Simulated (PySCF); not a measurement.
# Reading the logs of faulty runs: AlBClGeH5

Calculated results; nothing here was measured. They come from PySCF 2.14.0, an open-source quantum chemistry program, on an isolated molecule that a program drew, which may never have been made. The molecule is AlBClGeH5 (charge 0, singlet), drawn as the SMILES string `[BH2][Al]([Cl])[GeH3]`.

Each row is a Hartree-Fock (HF) and frozen-core CCSD(T) single point in the cc-pV(D+d)Z basis, meant for a local HF minimum. Run 1 is clean. Each other run has one planted mistake out of seven kinds, and not every kind appears here: one electron removed, one electron added, multiplicity raised by two, geometry at a saddle point, minimal basis STO-3G, one bond length entered in bohr, all coordinates scaled. The reference is restricted for singlets and unrestricted otherwise, and also for a bond in bohr. Adding or removing an electron swaps singlet and doublet. Electrons count all cores. HOMO and LUMO are orbital energies over both spins, the gradient is its largest component, and the lowest frequency (negative if imaginary) is given only where the gradient is small. Bond lengths are over the 8 bonds as drawn. T1 is the CCSD diagnostic: over 0.02 (restricted) or 0.045 (unrestricted) a single reference is doubtful. Germanium has the cc-pVDZ-PP basis, with a core potential (ECP10MDF) in place of its 10 inner electrons, and its 3s, 3p and 3d shells are frozen in CCSD(T).

Geometry of the clean run:
```xyz
9
AlBClGeH5, angstrom
B    -0.3293   -1.2847    2.0326
Al   -0.8067   -0.4653    0.1124
Cl   -1.7847   -1.7813   -1.2557
Ge   -0.3668    1.8455   -0.7461
H     0.7193   -1.8315    2.2516
H    -1.0909   -1.2234    2.9613
H     0.3379    2.7259    0.2995
H     0.5269    1.8143   -1.9952
H    -1.6738    2.5533   -1.1341
```

| run | electrons | basis functions | <S^2> | HOMO (eV) | LUMO (eV) | gradient (hartree/bohr) | lowest frequency (cm^-1) | mean bond (Å) | longest bond (Å) | T1 | HF (hartree) | CCSD(T) (hartree) | mistake |
|---|---|---|---|---|---|---|---|---|---|---|---|---|---|
| 1 | 72 | 108 | 0.000 | -9.64 | 0.92 | 1.1e-05 | 33 | 1.7246 | 2.504 | 0.0118 | -1022.43528 | -1022.88221 | no fault |
| 2 | 71 | 108 | 0.814 | -16.04 | -7.62 | 6.0e-02 | - | 1.7246 | 2.504 | 0.0232 | -1022.11756 | -1022.54933 | one electron removed |
| 3 | 72 | 108 | 2.022 | -7.75 | -1.24 | 4.0e-02 | - | 1.7246 | 2.504 | 0.0187 | -1022.34581 | -1022.78620 | multiplicity raised by two |
| 4 | 72 | 108 | 0.000 | -9.62 | 0.81 | 1.7e-02 | - | 1.7867 | 2.594 | 0.0123 | -1022.42684 | -1022.87572 | all coordinates scaled |
| 5 | 73 | 108 | 0.762 | -1.14 | 5.47 | 4.4e-02 | - | 1.7246 | 2.504 | 0.0132 | -1022.43597 | -1022.90351 | ? |
| 6 | 72 | 108 | 1.005 | -8.27 | 0.63 | 1.1e-02 | - | 2.0031 | 4.732 | 0.0186 | -1022.36007 | -1022.78566 | ? |

**Which mistake was planted in run 5, and what did it cost?**

It counts 73 electrons, one more than the clean run, at the same geometry and basis. So the mistake is: one electron added. Subtracting run 1 and multiplying by 627.51 kcal/mol a hartree, the energy moved by -0.4 kcal/mol in HF and -13.4 kcal/mol in CCSD(T).

**Which mistake was planted in run 6, and what did it cost?**

The mean bond changes by a factor of 1.161 and the longest by 1.890, so the molecule wasn't scaled as a whole. A length L in bohr read as angstrom grows by (1/0.5292 - 1) L = 0.890 L. The 8 bonds together grew by 8 x 0.2785 = 2.228 Å, which gives L = 2.504 Å. That is bond Al2-Ge4, 2.504 Å in the clean geometry. So the mistake is: one bond length entered in bohr. Subtracting run 1 and multiplying by 627.51 kcal/mol a hartree, the energy moved by 47.2 kcal/mol in HF and 60.6 kcal/mol in CCSD(T).

